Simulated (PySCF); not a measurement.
## Dipole response of Rh⁺ (rhodium, charge +1)

[Kr] 4d8, high-spin 3F determinant. Calculation: PySCF 2.14, in aug-cc-pVDZ-PP with ECP28MDF (5s5p4d2f, 54 functions); scalar relativity through the core potential. Coupled (time-dependent) response in atomic units; α is the mean over directions. A double-zeta set is small for polarisabilities.

| method | mean α (bohr³) | C₆ (like pair) | S(−4) |
| --- | --- | --- | --- |
| UHF | 10.55 | 62.44 | 44.99 |
| PBE | 12.87 | 76.59 | 84.81 |
| PBE0 | 12.04 | 71.82 | 67.64 |
| wB97M-V | 12.25 | 72.40 | 75.10 |
| M06-2X | 11.42 | 67.07 | 60.81 |

S(−4) is the Cauchy moment in α(ω) = α(0) + S(−4) ω² + …

Spin-orbit coupling is absent.

α(iu) at wB97M-V:

| u (hartree) | α(iu) (bohr³) |
| --- | --- |
| 0 | 12.25 |
| 0.0500 | 12.06 |
| 0.100 | 11.57 |
| 0.200 | 10.16 |
| 0.300 | 8.787 |
| 0.500 | 6.846 |
| 0.750 | 5.343 |
| 1.00 | 4.301 |
| 1.50 | 2.911 |
| 2.00 | 2.063 |
| 3.00 | 1.163 |
| 5.00 | 0.5020 |

A single London oscillator, α(iu) = α/(1 + u²/ω²), gives C₆ = (3/4) ω α². Matching the computed C₆ needs ω = 4 × 72.40 / (3 × 12.25²) = 0.643 hartree.

For an ion, C₆ is the dispersion term alone; charge-induced terms of lower order in 1/R come first.

Energies and moments cover only the electrons outside the core potential.
